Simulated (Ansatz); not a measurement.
Cost and result for the atomization energy of `N[Si](N)(F)[SiH3]` (12 atoms, 11 bonds).

```xyz
12

N    -1.4971   -0.4495   -1.0953
Si   -0.4838    0.3380    0.0281
N     0.3327    1.5597   -0.8208
F    -1.5090    0.8418    1.1610
Si    1.1206   -0.9415    1.1629
H    -1.1253   -0.8158   -1.9557
H    -2.3012   -0.9669   -0.7810
H    -0.1508    2.1474   -1.4817
H     1.1619    1.9977   -0.4563
H     1.9238   -1.7362    0.1921
H     0.4655   -1.8882    2.1062
H     2.0627   -0.0865    1.9404
```

Charge 0, multiplicity 1. The structure was optimised at the PBE0-D4/def2-TZVP level. It is one conformer, not always the lowest. Program: Ansatz. All runs use 4 threads of an AMD EPYC 7B13 on a shared host. Times are those of one run each, without the atoms' runs, and a repeat can differ threefold. Electronic energies, without spin–orbit coupling; frozen cores. CCSD(T)/CBS adds CCSD(T) − MP2 in def2-TZVPP to the MP2 limit, and its time is that of the two runs behind it. T1 = 0.012. B3LYP takes the VWN-RPA correlation (the form of Gaussian; ORCA's B3LYP/G).

CCSD(T)/CBS is a level of theory with its own doubt, some kJ/mol a heavy atom from the limit and from the frozen cores, so smaller differences don't rank the functionals.

```csv
level,functions,wall time
BLYP-D4/def2-TZVPP,275,2.2 s
PBE-D4/def2-TZVPP (with forces),275,2.5 s
BHLYP-D4/def2-TZVPP,275,3.1 s
CAM-B3LYP-D4/def2-TZVPP,275,3.7 s
B3LYP-D4/def2-TZVPP (with forces),275,4.5 s
CCSD(T)/def2-SVP,113,5 s
B2PLYP/def2-TZVPP,275,6 s
ωB97X-V/def2-TZVPP,275,6.5 s
B97M-V/def2-TZVPP,275,7 s
ωB97M-V/def2-TZVPP (with forces),275,10 s
MP2/def2-QZVPP,521,24 s
CCSD(T)/def2-TZVPP,275,2.8 min
CCSD(T)/CBS(def2),–,3.2 min
```

Problem. What atomization energy does each give, and how far from CCSD(T)/CBS? (An estimate is asked.)

Solution. The calculation gave: 
```json
{"level": "BLYP-D4/def2-TZVPP", "atomization (kcal/mol)": "991.6", "difference from CCSD(T)/CBS": "-2.7", "per bond": "-0.2"}
{"level": "PBE-D4/def2-TZVPP (with forces)", "atomization (kcal/mol)": "998.5", "difference from CCSD(T)/CBS": "4.2", "per bond": "0.4"}
{"level": "BHLYP-D4/def2-TZVPP", "atomization (kcal/mol)": "967.0", "difference from CCSD(T)/CBS": "-27.3", "per bond": "-2.5"}
{"level": "CAM-B3LYP-D4/def2-TZVPP", "atomization (kcal/mol)": "999.2", "difference from CCSD(T)/CBS": "4.9", "per bond": "0.4"}
{"level": "B3LYP-D4/def2-TZVPP (with forces)", "atomization (kcal/mol)": "993.3", "difference from CCSD(T)/CBS": "-1.0", "per bond": "-0.1"}
{"level": "CCSD(T)/def2-SVP", "atomization (kcal/mol)": "904.1", "difference from CCSD(T)/CBS": "-90.2", "per bond": "-8.2"}
{"level": "B2PLYP/def2-TZVPP", "atomization (kcal/mol)": "979.6", "difference from CCSD(T)/CBS": "-14.7", "per bond": "-1.3"}
{"level": "ωB97X-V/def2-TZVPP", "atomization (kcal/mol)": "998.8", "difference from CCSD(T)/CBS": "4.5", "per bond": "0.4"}
{"level": "B97M-V/def2-TZVPP", "atomization (kcal/mol)": "992.8", "difference from CCSD(T)/CBS": "-1.5", "per bond": "-0.1"}
{"level": "ωB97M-V/def2-TZVPP (with forces)", "atomization (kcal/mol)": "994.9", "difference from CCSD(T)/CBS": "0.6", "per bond": "0.1"}
{"level": "MP2/def2-QZVPP", "atomization (kcal/mol)": "990.7", "difference from CCSD(T)/CBS": "-3.6", "per bond": "-0.3"}
{"level": "CCSD(T)/def2-TZVPP", "atomization (kcal/mol)": "961.1", "difference from CCSD(T)/CBS": "-33.2", "per bond": "-3.0"}
{"level": "CCSD(T)/CBS(def2)", "atomization (kcal/mol)": "994.3", "difference from CCSD(T)/CBS": "0.0", "per bond": "0.0"}
```

From PBE to PBE0 (25 % exact exchange), in def2-TZVPP and without D4, the atomization energy moves by −15.7 kcal/mol: exact exchange takes away binding that semilocal exchange gives to molecules. Leaving LDA and LC-ωPBE aside and taking each functional with its dispersion term where it has one, the values spread over 32.2 kcal/mol, from BHLYP-D4 to CAM-B3LYP-D4. LDA lies +129.8 kcal/mol from PBE without D4, its usual overbinding. In def2-TZVPP, CCSD(T) changes the Hartree–Fock value by +257.1 kcal/mol (the triples alone add +12.9 kcal/mol) and MP2 by +266.6 kcal/mol; breaking electron pairs costs correlation energy, which Hartree–Fock lacks.
